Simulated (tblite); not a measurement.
C3H8BrFSi.
SMILES with atom numbers: `[F:1][C@@H:2]([Br:3])[CH2:4][CH2:5][SiH3:6]` (hydrogens: H7 on C2; H8, H9 on C4; H10, H11 on C5; H12, H13, H14 on Si6)

Computed with GFN2-xTB (tblite), gas phase: L-BFGS steps from a force-field or distance-geometry start until the largest atomic force falls under 0.01 eV/Å.

The end geometry, which sets the zero of energy:
```
atom  x, y, z in Å
F1     -0.8266    0.0647   -1.7420
C2     -1.4914    0.2460   -0.5750
Br3    -3.3229   -0.4144   -0.8494
C4     -0.8185   -0.4874    0.5635
C5      0.5196    0.1485    0.9316
Si6     1.8538    0.0888   -0.4380
H7     -1.5743    1.3248   -0.4039
H8     -0.6693   -1.5279    0.2652
H9     -1.4960   -0.4726    1.4221
H10     0.8973   -0.3752    1.8110
H11     0.3491    1.1813    1.2420
H12     1.6277    1.1521   -1.4135
H13     1.8122   -1.2291   -1.0667
H14     3.1386    0.3000    0.2310
```

**Question.** These geometries come from the run, each turned onto the end geometry. Order them by energy, lowest first.
A.
```
atom  x, y, z in Å
F1     -0.7547    0.0721   -1.7284
C2     -1.5089    0.2062   -0.6110
Br3    -3.1832   -0.7350   -0.9703
C4     -0.8367   -0.4071    0.6010
C5      0.5290    0.1850    0.9227
Si6     1.8250    0.1069   -0.4712
H7     -1.7438    1.2663   -0.4286
H8     -0.7457   -1.4872    0.4789
H9     -1.4614   -0.2158    1.4630
H10     0.9192   -0.4238    1.7301
H11     0.4086    1.2010    1.3080
H12     1.8007    1.3453   -1.2369
H13     1.6324   -1.0934   -1.2746
H14     3.1187   -0.0208    0.1952
```
B.
```
atom  x, y, z in Å
F1     -0.7567    0.0944   -1.7191
C2     -1.4991    0.1988   -0.5917
Br3    -3.1999   -0.7287   -0.9695
C4     -0.8345   -0.4099    0.6190
C5      0.5400    0.1777    0.9215
Si6     1.8455    0.1067   -0.4804
H7     -1.7396    1.2563   -0.4615
H8     -0.7440   -1.4864    0.4637
H9     -1.5017   -0.2311    1.4701
H10     0.9242   -0.4128    1.7539
H11     0.4137    1.1954    1.2978
H12     1.7935    1.3471   -1.2473
H13     1.6273   -1.0935   -1.2796
H14     3.1306   -0.0144    0.2010
```
C.
```
atom  x, y, z in Å
F1     -0.7423    0.0843   -1.7033
C2     -1.4925    0.2135   -0.5813
Br3    -3.2132   -0.6665   -0.9533
C4     -0.8290   -0.4289    0.6164
C5      0.5360    0.1745    0.9392
Si6     1.8388    0.0828   -0.4552
H7     -1.7206    1.2767   -0.4542
H8     -0.7274   -1.4977    0.4067
H9     -1.5173   -0.3211    1.4637
H10     0.9083   -0.3630    1.8115
H11     0.4110    1.2136    1.2484
H12     1.7573    1.2944   -1.2632
H13     1.6379   -1.0940   -1.2883
H14     3.1524    0.0310    0.1906
```
D.
```
atom  x, y, z in Å
F1     -0.7678    0.0910   -1.7164
C2     -1.4824    0.2214   -0.5720
Br3    -3.2623   -0.5333   -0.9165
C4     -0.8139   -0.4794    0.5887
C5      0.5168    0.1852    0.9353
Si6     1.8395    0.0830   -0.4498
H7     -1.6298    1.2917   -0.3932
H8     -0.6531   -1.5281    0.3270
H9     -1.4963   -0.4429    1.4430
H10     0.9039   -0.2923    1.8370
H11     0.3339    1.2314    1.1947
H12     1.6949    1.2518   -1.3137
H13     1.6686   -1.1646   -1.1894
H14     3.1473    0.0847    0.2032
```
E.
```
atom  x, y, z in Å
F1     -0.8228    0.0864   -1.7375
C2     -1.4978    0.2378   -0.5724
Br3    -3.3119   -0.4718   -0.8471
C4     -0.8091   -0.4847    0.5625
C5      0.5165    0.1772    0.9301
Si6     1.8555    0.0858   -0.4358
H7     -1.6108    1.3123   -0.3956
H8     -0.6413   -1.5213    0.2618
H9     -1.4836   -0.4886    1.4223
H10     0.8892   -0.3192    1.8274
H11     0.3315    1.2152    1.2151
H12     1.6941    1.1878   -1.3805
H13     1.7399   -1.2052   -1.1096
H14     3.1499    0.1879    0.2373
```

**Answer.** E (0.003 eV), D (0.008 eV), C (0.029 eV), B (0.054 eV), A (0.093 eV).

In the order of the answer:

```tsv
step	E above end (eV)	largest force (eV/Å)	rms force component (eV/Å)	rms distance from end (Å)	rms bond change (Å)	bond most changed (Å)
46	0.003	0.04	0.014	0.054	0.001	C5–Si6 +0.002
29	0.008	0.06	0.023	0.108	0.002	C5–Si6 +0.005
15	0.029	0.14	0.053	0.173	0.002	Si6–H13 -0.005
5	0.054	0.18	0.068	0.206	0.003	C2–Br3 +0.008
2	0.093	0.56	0.154	0.212	0.006	C4–H9 -0.012
```

What follows is the cost of the whole relaxation. Hardware: Arm Neoverse V1, one thread (shared host). Cost: 0.51 s wall.
